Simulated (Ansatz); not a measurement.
Scan of the H5–C1–Al2 angle

CH4AlI (SMILES [CH3][AlH][I]), closed shell, at its PBE0-D4/def2-TZVP minimum:

C1  (-0.778, 0.467, -0.321)
Al2  (0.911, -0.361, 0.156)
I3  (0.961, -2.113, 1.915)
H4  (-0.728, 1.550, -0.166)
H5  (-1.616, 0.075, 0.258)
H6  (-0.990, 0.311, -1.384)
H7  (2.300, 0.002, -0.505)
(Å)

The angle H5–C1–Al2 (112.7° at the minimum) is set to the values below, H5, with anything bonded beyond it, turning rigidly in the plane of the angle. Each method's energies count from its own value at the PBE0-D4 minimum structure. Ansatz 0.2.0; basis: def2-TZVPP; cores frozen in the correlated methods. Filled d shells of the heavier atoms are correlated. Core potentials replace the inner electrons of the atoms past krypton. The def2 sets are not built for correlating such inner shells, so the correlated values are less sure here. B3LYP uses VWN-RPA correlation.

```json
{"angle (°)": "88.7", "CCSD(T) (eV)": "?", "HF (eV)": "0.411", "PBE-D4 (eV)": "0.325", "r2SCAN-D4 (eV)": "0.347"}
{"angle (°)": "94.7", "CCSD(T) (eV)": "?", "HF (eV)": "0.235", "PBE-D4 (eV)": "0.184", "r2SCAN-D4 (eV)": "0.198"}
{"angle (°)": "100.7", "CCSD(T) (eV)": "0.090", "HF (eV)": "0.107", "PBE-D4 (eV)": "0.082", "r2SCAN-D4 (eV)": "0.090"}
{"angle (°)": "106.7", "CCSD(T) (eV)": "0.023", "HF (eV)": "0.029", "PBE-D4 (eV)": "0.021", "r2SCAN-D4 (eV)": "0.024"}
{"angle (°)": "112.7", "CCSD(T) (eV)": "0.000", "HF (eV)": "0.000", "PBE-D4 (eV)": "0.000", "r2SCAN-D4 (eV)": "0.000"}
{"angle (°)": "118.7", "CCSD(T) (eV)": "0.021", "HF (eV)": "0.022", "PBE-D4 (eV)": "0.020", "r2SCAN-D4 (eV)": "0.019"}
{"angle (°)": "124.7", "CCSD(T) (eV)": "?", "HF (eV)": "0.094", "PBE-D4 (eV)": "0.083", "r2SCAN-D4 (eV)": "0.081"}
{"angle (°)": "130.7", "CCSD(T) (eV)": "0.195", "HF (eV)": "0.217", "PBE-D4 (eV)": "0.187", "r2SCAN-D4 (eV)": "0.187"}
{"angle (°)": "136.7", "CCSD(T) (eV)": "0.349", "HF (eV)": "0.391", "PBE-D4 (eV)": "0.334", "r2SCAN-D4 (eV)": "0.337"}
```

(1) Fill in the withheld CCSD(T) values. (To be estimated.)

No T1 diagnostic of these runs exceeds 0.009.

Results:

(1) The calculation gives: 0.352 eV at 88.7°; 0.200 eV at 94.7°; 0.086 eV at 124.7°. These count from the CCSD(T) energy at the PBE0-D4 minimum.

Minimum and curvature along this coordinate at CCSD(T): A fifth-order fit through the nearest points gives 112.9°, with a curvature of about 1.2 meV/deg².

Largest difference from the CCSD(T) curve over the scan: PBE0-D4 0.013; B3LYP-D4 0.001; wB97M-V 0.011; MP2 0.005 eV. Each curve counts from its own value at the minimum.

For scale, one of the runs: CCSD(T)/def2-TZVPP, 179 basis functions (an equivalent command: `ansatz run in.yaml --threads 4`). Hardware: 4 CPU threads, shared host. Wall time 35 s; peak host memory 1.9 GiB.
